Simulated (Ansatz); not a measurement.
`CC[Si](F)(F)F` + HI → `F[Si](F)(F)I` + ethane  (ligand exchange at the Si–C bond)

Computed with Ansatz on PBE0-D4/def2-TZVP structures; ΔE is electronic, products minus reactants. CBS: MP2 limit from def2 TZ/QZ plus the TZ coupled-cluster correction, frozen cores. This one scheme is used for every species. Elements past krypton have def2 core potentials. For I outer-core shells are correlated without core-valence functions, which leaves a few kJ/mol of doubt a bond. One conformer a species, not always the lowest.

`CC[Si](F)(F)F`:

```xyz
11

C    -1.394   -0.213    0.235
C     0.037   -0.709    0.021
Si    1.256    0.639   -0.229
F     0.903    1.521   -1.492
F     2.718    0.082   -0.444
F     1.309    1.618    1.010
H    -2.079   -1.050    0.379
H    -1.749    0.363   -0.622
H    -1.465    0.429    1.116
H     0.373   -1.307    0.875
H     0.092   -1.372   -0.850
```

HI:

Z-matrix (Å, degrees):
```
I
H 1 1.610
```

`F[Si](F)(F)I`:

Cartesian coordinates in Å:
```
F 0.727 -1.416 -0.333
Si -0.076 -0.091 -0.076
F -1.408 -0.466 0.665
F -0.453 0.526 -1.470
I 1.210 1.446 1.213
```

`CC`:

Z-matrix (Å, degrees):
```
C
C 1 1.519
H 1 1.093 2 111.4
H 1 1.093 2 111.4 3 120.0
H 1 1.093 2 111.4 3 -120.0
H 2 1.093 1 111.4 3 180.0
H 2 1.093 1 111.4 3 -60.0
H 2 1.093 1 111.4 3 60.0
```

| species | CCSD/CBS(def2) energy (Eh) |
| --- | --- |
| `CC[Si](F)(F)F` | -667.76764 |
| HI | -298.02649 |
| `F[Si](F)(F)I` | -886.11134 |
| `CC` | -79.70621 |

(1) Work out ΔE.

Largest T1 diagnostic among the species: 0.011.

Answers

(1) ΔE = (-886.11134) + (-79.70621) − (-667.76764) − (-298.02649) = -0.02342 Eh = -61.5 kJ/mol. CCSD(T)/CBS gives -62.0 kJ/mol.

Leaving LDA and LC-ωPBE aside and taking each functional with its dispersion term where it has one, the values, not all of them listed here, spread over 7.5 kJ/mol, from PBE-QIDH to CAM-B3LYP-D4. LDA lies +8.6 kJ/mol from PBE without D4. At CCSD(T), def2-SVP lies +16.3 kJ/mol from the extrapolated value and def2-TZVPP +7.9 kJ/mol.
